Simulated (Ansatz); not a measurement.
The same molecule with X = F, Cl, Br. Ansatz, PBE0-D4/def2-TZVP geometries, multiplicity 1.

Elements past krypton have def2 core potentials. Scalar relativity is left out up to krypton.

| X | molecule | mean X–Au bond length / Å | HOMO–LUMO gap (PBE0/def2-TZVPP) / eV | zero-point energy (PBE0-D4/def2-TZVP) / kJ/mol | LUMO energy (PBE0/def2-TZVPP) / eV |
| --- | --- | --- | --- | --- | --- |
| F | `[F][Au]` | 1.939 | 4.37 | 3.2 | -3.96 |
| Br | `[Br][Au]` | 2.350 | 3.93 | 1.5 | -3.75 |

(1) Give the row for X = Cl, `[Cl][Au]`. (Estimate.)

Answers

(1) Computed: 
```json
{"X": "Cl", "molecule": "`[Cl][Au]`", "mean X–Au bond length / Å": "2.225", "HOMO–LUMO gap (PBE0/def2-TZVPP) / eV": "4.22", "zero-point energy (PBE0-D4/def2-TZVP) / kJ/mol": "2.2", "LUMO energy (PBE0/def2-TZVPP) / eV": "-3.78"}
```

From F to Br the mean X–Au bond length rises at each step, by 0.411 Å in all; the HOMO–LUMO gap (PBE0/def2-TZVPP) falls at each step, by 0.44 eV in all; the zero-point energy (PBE0-D4/def2-TZVP) falls at each step, by 1.7 kJ/mol in all; the LUMO energy (PBE0/def2-TZVPP) rises at each step, by 0.21 eV in all. Bonds lengthen as the atom grows down the group.

Spin–orbit coupling is left out; it splits and shifts lone-pair levels of the heavy atoms by tenths of an eV.
